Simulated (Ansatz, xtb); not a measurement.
**Relative energy of two isomers of C5H4O4**

Structure X: `Cc1coc(=O)oc1=O`, a singlet. Structure Y: `O=C1CC=C(C(=O)O)O1`, a singlet. Both are isolated molecules in the gas phase, relaxed with PBE0-D3(BJ)/def2-SVP; the shapes shown needn't be the lowest conformers.

X (Å):

```xyz
13

C    -1.5808   -1.3969    1.4098
C    -1.0459   -0.0647    1.0087
C    -0.3737    0.7644    1.8228
C    -0.0632    2.4417    0.1811
C    -1.2620    0.3821   -0.3659
O     0.1046    1.9671    1.4468
O     0.3608    3.4977   -0.1360
O    -0.7330    1.6365   -0.6627
O    -1.8311   -0.2096   -1.2279
H    -1.1517   -2.1908    0.7799
H    -2.6715   -1.4338    1.2677
H    -1.3536   -1.6181    2.4613
H    -0.1458    0.5516    2.8692
```

Y (Å):

```yaml
atoms:
  - { symbol: C, position_ang: [-1.6279, -1.2266, 1.6984] }
  - { symbol: C, position_ang: [-2.5807, -0.2180, 1.0739] }
  - { symbol: C, position_ang: [-1.6561, 0.8142, 0.5317] }
  - { symbol: C, position_ang: [-0.4094, 0.4170, 0.8220] }
  - { symbol: C, position_ang: [0.8858, 1.0634, 0.5190] }
  - { symbol: O, position_ang: [-1.8598, -2.2431, 2.2671] }
  - { symbol: O, position_ang: [1.9584, 0.6230, 0.8254] }
  - { symbol: O, position_ang: [0.7062, 2.2117, -0.1459] }
  - { symbol: O, position_ang: [-0.3461, -0.7676, 1.5014] }
  - { symbol: H, position_ang: [-3.2005, -0.7179, 0.3102] }
  - { symbol: H, position_ang: [-3.2785, 0.1567, 1.8419] }
  - { symbol: H, position_ang: [-1.9176, 1.7251, -0.0017] }
  - { symbol: H, position_ang: [1.5895, 2.5759, -0.3087] }
```

Quicker runs give these differences E(Y) − E(X): GFN2-xTB +0.438 eV; HF/STO-3G +0.335 eV (at GFN2-xTB geometries); r2SCAN-D4/def2-SVP +0.128 eV (at GFN2-xTB geometries).

Problem. Estimate E(Y) − E(X) at the level CCSD(T)/def2-SVP + ΔMP2/def2-TZVPP.

Solution. Not settled: CCSD(T)/def2-SVP + ΔMP2/def2-TZVPP gives E(Y) − E(X) = −0.057 eV, but this leans on the basis-set step: CCSD(T) alone gives +0.001 eV.

The same difference at several levels:

```csv
level,geometry,E(Y) − E(X) (eV),departure from the last row (eV),"job, with rough time for the two"
GFN2-xTB,GFN2-xTB,+0.438,+0.495,"optimisation, 0.15 s"
HF/STO-3G,GFN2-xTB,+0.335,+0.392,"single point, 0.78 s"
r2SCAN-D4/def2-SVP,GFN2-xTB,+0.128,+0.185,"single point, 5.5 s"
PBE0-D3(BJ)/def2-SVP,PBE0-D3(BJ)/def2-SVP,+0.077,+0.133,"optimisation, 35 s"
HF/def2-SVP,PBE0-D3(BJ)/def2-SVP,+0.090,+0.146,part of the CCSD(T) run
MP2/def2-SVP,PBE0-D3(BJ)/def2-SVP,−0.017,+0.040,part of the CCSD(T) run
CCSD(T)/def2-SVP,PBE0-D3(BJ)/def2-SVP,+0.001,+0.058,single point
CCSD(T)/def2-SVP + ΔMP2/def2-TZVPP,PBE0-D3(BJ)/def2-SVP,−0.057,,"single point, 2.3 min"
```

As drawn, Y has 1 C–C, 1 O–H in place of 1 C–O, 1 C–H. Structure X has a 6-membered ring, Y a 5-membered ring.

GFN2-xTB, HF/STO-3G, r2SCAN-D4/def2-SVP, PBE0-D3(BJ)/def2-SVP, HF/def2-SVP put the two in the other order. MP2/def2-SVP, CCSD(T)/def2-SVP find them nearly level. The largest departure from CCSD(T)/def2-SVP + ΔMP2/def2-TZVPP is that of GFN2-xTB, 0.495 eV. The last row adds to CCSD(T) the change of the MP2 difference between the two basis sets, here −0.058 eV.

With thermal terms from frequencies at re-optimised GFN2-xTB minima (ideal gas, soft modes damped towards free rotors, one conformer each, 298.15 K, 1 atm): the zero-point term adds −0.005 eV; ΔH is −0.069 and ΔG −0.055 eV.

The correlated steps freeze 9 core orbitals. Run with Ansatz 0.2.0, xtb 6.7.1; the last row on 4 threads of Arm Neoverse V1 on a shared host.
